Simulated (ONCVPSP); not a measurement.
# Configuration tests for Ti (ONCV)

```json
{
  "Element": "titanium",
  "Generator": "ONCVPSP 4.0.1",
  "Type": "optimised norm-conserving Vanderbilt (ONCV)",
  "Functional": "LDA (Perdew-Zunger)",
  "Relativity": "scalar-relativistic",
  "Frozen core": "[Ne]",
  "Valence charge": "12",
  "Reference configuration": "3s2 3p6 3d2 (charge +2)",
  "Partial waves": "3s: rc 1.15 bohr, ncon 4, nbas 7, qcut 4.8 1/bohr, 2 projectors, debl 3.2 Ha; 3p: rc 1.65 bohr, ncon 5, nbas 10, qcut 7.9 1/bohr, 2 projectors, debl 0.9 Ha; 3d: rc 2.40 bohr, ncon 4, nbas 9, qcut 6.7 1/bohr, 1 projector",
  "Local potential": "polynomial inside 1.10 bohr (lpopt 5, dvloc0 2 Ha)",
  "Core correction": "Teter function, fcfact 2, rcfact 1.25"
}
```

In the p channel the program set the typed energies aside and used -2.013, 0.250 Ha.

Energies are relative to the spin-unpolarised reference configuration 3s2 3p6 3d2; without spin polarisation the order of configurations can differ from experiment.

```csv
valence configuration,charge,ΔE all-electron (eV),error AE − PS (meV)
3s2 3p6 3d2 4s2,0,-21.336,+1.9
3s2 3p6 3d2 4s1,+1,-13.800,+0.1
3s2 3p6 3d1,+3,27.190,+278
3s2 3p6 3d2 4p2,0,-14.901,+0.7
```

Levels in the configuration 3s2 3p6 3d1:

```tsv
level	all-electron (eV)	pseudo (eV)
3s	-94.741	-94.209
3p	-70.917	-70.452
3d	-34.933	-34.234
```
